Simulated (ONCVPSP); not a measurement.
# Configuration tests for cobalt (ONCV)

```json
{
 "Element": "Co (Z = 27)",
 "Generator": "ONCVPSP 4.0.1",
 "Type": "optimised norm-conserving Vanderbilt (ONCV)",
 "Functional": "PBE",
 "Relativity": "scalar-relativistic",
 "Frozen core": "[Ar]",
 "Valence charge": "9",
 "Reference configuration": "3d7 4s2",
 "Partial waves": "4s: rc 1.70 bohr, ncon 3, nbas 6, qcut 3 1/bohr, 2 projectors, debl 2 Ha; p scattering state at 0.14 Ha: rc 1.65 bohr, ncon 4, nbas 7, qcut 5 1/bohr, 2 projectors, debl 0.4 Ha; 3d: rc 1.00 bohr, ncon 4, nbas 9, qcut 19 1/bohr, 1 projector",
 "Local potential": "polynomial inside 0.75 bohr (lpopt 5, dvloc0 0 Ha)",
 "Core correction": "none"
}
```

Energies are relative to the spin-unpolarised reference configuration 3d7 4s2; without spin polarisation the order of configurations can differ from experiment.

Question: Give the all-electron excitation energy and the error of the potential for: 3d7 4s1; 3d7 4s0; 3d6 4s0; 3d8 4s0.

Answer:

```csv
valence configuration,charge,ΔE all-electron (eV),error AE − PS (meV)
3d7 4s1,+1,9.031,+0.7
3d7 4s0,+2,25.816,+53
3d6 4s0,+3,61.686,+193
3d8 4s0,+1,6.471,-167
```

Note: ghosts flagged at negative energy: s at -100.2 eV, p at -66.3 eV, p at -38.7 eV; GHOST(+) flagged for s at 132.0 eV. A true bound ghost makes a file unfit for plane-wave use.
